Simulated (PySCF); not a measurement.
Stretching SeO⁺

Set-up: Se cc-pVDZ-PP with ECP10, O cc-pVDZ; scalar-relativistic core potentials (PySCF 2.14). Energies in eV from Se⁺ + O in their ground configurations at the same level. State: ²Π (doublet), unpaired electrons π ↑.

```json
{"R (Å)": "1.368", "UHF-CCSD": "", "r²SCAN0": "-1.077", "UHF-SCS-MP2": "-0.767"}
{"R (Å)": "1.432", "UHF-CCSD": "-1.555", "r²SCAN0": "-2.231", "UHF-SCS-MP2": "-2.064"}
{"R (Å)": "1.496", "UHF-CCSD": "-2.251", "r²SCAN0": "-2.843", "UHF-SCS-MP2": "-2.833"}
{"R (Å)": "1.543", "UHF-CCSD": "-2.516", "r²SCAN0": "-3.043", "UHF-SCS-MP2": "-3.162"}
{"R (Å)": "1.591", "UHF-CCSD": "-2.616", "r²SCAN0": "-3.076", "UHF-SCS-MP2": "-3.332"}
{"R (Å)": "1.639", "UHF-CCSD": "-2.596", "r²SCAN0": "-2.976", "UHF-SCS-MP2": "-3.358"}
{"R (Å)": "1.702", "UHF-CCSD": "-2.435", "r²SCAN0": "-2.702", "UHF-SCS-MP2": "-3.178"}
{"R (Å)": "1.782", "UHF-CCSD": "-2.097", "r²SCAN0": "-2.201", "UHF-SCS-MP2": "-2.741"}
{"R (Å)": "1.877", "UHF-CCSD": "-1.590", "r²SCAN0": "-1.466", "UHF-SCS-MP2": "-1.900"}
{"R (Å)": "2.005", "UHF-CCSD": "", "r²SCAN0": "-0.425", "UHF-SCS-MP2": "0.430"}
```

**Question.** Put a parabola through the three lowest points of the UHF-CCSD curve and estimate Re, k and ωe (reduced mass 13.33 u; 1 eV/Å² = 0.16022 mdyn/Å; ωe = 1302.8·√(k/μ) cm⁻¹).

**Answer.** Through R = 1.543, 1.591, 1.639 Å the second-order coefficient is 26.0 eV/Å², so Re ≈ 1.607 Å, k ≈ 8.34 mdyn/Å and ωe ≈ 1031 cm⁻¹. A polynomial fit of higher order to the unrounded UHF-CCSD energies gives Re = 1.605 Å, k = 7.76 mdyn/Å, ωe = 994 cm⁻¹; anharmonicity and rounding make the difference.

The higher-order fit for each curve: UHF-CCSD: Re = 1.605 Å, ωe = 994 cm⁻¹, De = 2.62 eV. R²SCAN0 gives no reliable minimum on this grid. UHF-SCS-MP2 gives no reliable minimum on this grid.

Correlated steps freeze 5 core orbitals. Correlated levels converge slowly with the basis: in double zeta they bind strong bonds too weakly, by up to about 1 eV, and carry superposition errors of some tenths. Spin–orbit coupling is left out. For an ion De counts to the pair picked by the measured ionisation energies or electron affinities, which need not be the lowest pair at this level. The state was picked by a PBE0 search and need not be the measured ground state.
